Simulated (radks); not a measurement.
Q: Numerical settings for the iron ion Fe2+, [Ar] 3d6. Calculated with a radial shooting solver on a logarithmic mesh with Libxc functionals: scalar-relativistic Kohn-Sham, r2SCAN, spin-polarised, spherical densities, finite nucleus; open shells are filled with parallel spins first; meta-GGA in the generalised Kohn-Sham scheme; Fermi nuclear charge, rms radius 3.7377 fm. The defaults (mesh step 0.008 in ln r, mesh end at 40 bohr or more with all orbitals vanishing there, Anderson mixing 0.5 over 9 steps, residual threshold near 1e-9 with the energy settled to 1e-9 hartree or 1e-11 of itself, here a cap of 54 iterations) give E = -1271.917 hartree and 3d at -22.289 eV in 13 iterations. Run on one thread of a shared host, so times are rough (Arm Neoverse V1): 0.14 s of CPU time, 0.14 s wall, 13 iterations on 2189 mesh points. One setting is changed at a time: mesh step in ln r 0.2; mesh step in ln r 0.08; mesh step in ln r 0.003; mesh end (bohr) 1; mesh end (bohr) 20; residual threshold 1e-16; residual threshold 0.001; mixing 0.05; linear mixing, mixing 0.8; linear mixing, mixing 0.05; mixing history 20; iteration cap 3. Which runs fail to converge, and which converge to a wrong energy?

A: Not converged within the cap: mesh step in ln r 0.2; mesh step in ln r 0.08; residual threshold 1e-16; linear mixing, mixing 0.8; linear mixing, mixing 0.05; iteration cap 3. Settled on a wrong energy, with an occupied level pushed above zero by the early mesh end: mesh end (bohr) 1 (+60.1 hartree). Apart from these: no run marked as converged misses the energy by more than 1 mhartree.
